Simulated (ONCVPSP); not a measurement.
Which change was made? (Sb, ONCV)

* Element: antimony (Sb)
* Generator: ONCVPSP 4.0.1
* Type: optimised norm-conserving Vanderbilt (ONCV)
* Functional: BLYP
* Relativity: scalar-relativistic
* Frozen core: [Ar] 3d10
* Valence charge: 23
* Reference configuration: 4s2 4p6 4d10 5s1 5p4
* Partial waves: 4s+5s: rc 1.40 bohr, ncon 4, nbas 8, qcut 6.5 1/bohr, 2 projectors; 4p+5p: rc 1.20 bohr, ncon 4, nbas 7, qcut 10.5 1/bohr, 3 projectors, debl 1.2 Ha; 4d: rc 1.40 bohr, ncon 4, nbas 9, qcut 11.4 1/bohr, 2 projectors, debl 1.4 Ha
* Local potential: polynomial inside 1.00 bohr (lpopt 4, dvloc0 2 Ha)
* Core correction: none

Cutoffs, loose and tight: the cutoffs (Ha) at which the residual kinetic energy of the hardest occupied pseudo-wave falls to 1 and 0.1 mHa per electron. They do not see the model core or the augmentation charge, which bear on the density cutoff. Test errors are all-electron minus pseudo excitation energies from the reference, over the configurations 4s2 4p6 4d10 5s2 5p3; 4s2 4p6 4d10 5s2 5p2; 4s2 4p6 4d10 5s2 5p1; 4s2 4p6 4d10 5s2 5p2.5; variants that change the core or the reference have their own tests.

The base gives: outcome: generated; cutoff, loose: 45 Ha; cutoff, tight: 93 Ha; bound ghosts: none; GHOST(+) flags above zero: p; largest test error (meV): -3.5.

(1) After one change the result is: outcome: generated; cutoff, loose: 144 Ha; cutoff, tight: 170 Ha; bound ghosts: p; GHOST(+) flags above zero: s; largest test error (meV): -3.5. Which change was it?
A. all radii scaled by about 1.30 (s 1.82, p 1.56, d 1.82 bohr); local potential polynomial inside 1.30 bohr (lpopt 4, dvloc0 2 Ha)
B. all radii scaled by about 0.90 (s 1.26, p 1.08, d 1.26 bohr); local potential polynomial inside 0.90 bohr (lpopt 4, dvloc0 2 Ha)
C. all radii scaled by about 0.77 (s 1.08, p 0.92, d 1.08 bohr); local potential polynomial inside 0.78 bohr (lpopt 4, dvloc0 2 Ha)

Results:

(1) C. The others give: all radii scaled by about 0.90 (s 1.26, p 1.08, d 1.26 bohr); local potential polynomial inside 0.90 bohr (lpopt 4, dvloc0 2 Ha) → outcome: generated; cutoff, loose: 62 Ha; cutoff, tight: 121 Ha; bound ghosts: none; GHOST(+) flags above zero: p; largest test error (meV): -2.9 | all radii scaled by about 1.30 (s 1.82, p 1.56, d 1.82 bohr); local potential polynomial inside 1.30 bohr (lpopt 4, dvloc0 2 Ha) → outcome: generated; cutoff, loose: 38 Ha; cutoff, tight: 44 Ha; bound ghosts: none; GHOST(+) flags above zero: none; largest test error (meV): -3.2.
